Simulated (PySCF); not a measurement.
**Steps of a relaxation of [Er(NH3)]3+**

[Er(NH3)]3+ (singlet in the valence; each metal's 4f electrons, 11 of them, lie in its core potential, out of spins and levels). PySCF 2.14.0, RKS PBE, Er lcecp-1-SVP with ECP57, N def2-SVP, H def2-SVP; non-relativistic Hamiltonian with scalar-relativistic core potentials where named; density fitting; no spin-orbit coupling. Origin of the start: template. Columns: position (Å) and force (eV/Å). Energies are counted from the last step; some of the 7 steps are shown. Forces carry noise of the integration grid, about 0.01 to 0.03 eV/Å.

Run from Python with OMP_NUM_THREADS=2. Where DIIS fails, smearing, a level shift and second-order steps follow.
It took 25 s on 2 threads of Intel(R) Xeon(R) Platinum 8259CL CPU @ 2.50GHz (Skylake/Cascade Lake) (shared host), from the converged density of the start.

```xyz
5
step 0  E = 0.197 eV
Er    0.0000    0.0000   -0.2376     0.00    0.00    1.01
N     0.0000    0.0000    2.2449     0.00    0.00   -2.88
H     0.9392    0.0000    2.6429     1.15    0.00    0.62
H    -0.4696    0.8133    2.6429    -0.58    1.00    0.62
H    -0.4696   -0.8134    2.6429    -0.58   -1.00    0.62
```

```xyz
5
step 2  E = 0.023 eV
Er    0.0000    0.0000   -0.1783     0.00    0.00    0.57
N     0.0000    0.0000    2.1793     0.00    0.00   -0.11
H     0.9598    0.0000    2.6450    -0.26    0.00   -0.15
H    -0.4799    0.8312    2.6450     0.13   -0.23   -0.15
H    -0.4799   -0.8312    2.6450     0.13    0.23   -0.15
```

```xyz
5
step 4  E = 0.001 eV
Er    0.0000    0.0000   -0.1293     0.00    0.00    0.03
N     0.0000    0.0000    2.1611     0.00    0.00    0.22
H     0.9518    0.0000    2.6347    -0.07    0.00   -0.08
H    -0.4759    0.8243    2.6347     0.03   -0.06   -0.08
H    -0.4759   -0.8243    2.6347     0.03    0.06   -0.08
```

Q: Where does the relaxation end?

A: It converges at step 6 in C3v:
```xyz
5
step 6  E = 0
Er    0.0000    0.0000   -0.1244
N     0.0000    0.0000    2.1659
H     0.9519    0.0000    2.6315
H    -0.4760    0.8244    2.6315
H    -0.4759   -0.8244    2.6315
```

Q: How did the contacts change?

A: 
```csv
contact,start (Å),end (Å)
Er1–N2 (NH3),2.482,2.290
```


An lcecp potential fixes the number of 4f electrons, so in runs with it no electron can move into or out of that shell.
